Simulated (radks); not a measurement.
Task: The neon ion Ne2+, configuration [He] 2s2 2p4. Calculated with a radial shooting solver on a logarithmic mesh with Libxc functionals: scalar-relativistic Kohn-Sham, exchange-only LDA, spin-polarised, spherical densities, finite nucleus; open shells are filled with parallel spins first; Fermi nuclear charge, rms radius 3.0055 fm. Some entries of the table are withheld. Estimate them.

| orbital | occ. | eigenvalue (hartree) | <1/r> (bohr^-1) | r(max) (bohr) |
|---|---|---|---|---|
| 1s up | 1 | (1) | (2) | 0.1031 |
| 1s down | 1 | (3) | (4) | 0.1030 |
| 2s up | 1 | -2.86784 | (5) | 0.6597 |
| 2s down | 1 | -2.67670 | (6) | 0.6666 |
| 2p up | 3 | -2.03617 | 1.652 | 0.5758 |
| 2p down | 1 | -1.83527 | 1.608 | 0.5873 |

Result: 
(1) 1s up eigenvalue (hartree): -32.14619
(2) 1s up <1/r> (bohr^-1): 9.577
(3) 1s down eigenvalue (hartree): -32.05166
(4) 1s down <1/r> (bohr^-1): 9.595
(5) 2s up <1/r> (bohr^-1): 1.764
(6) 2s down <1/r> (bohr^-1): 1.728
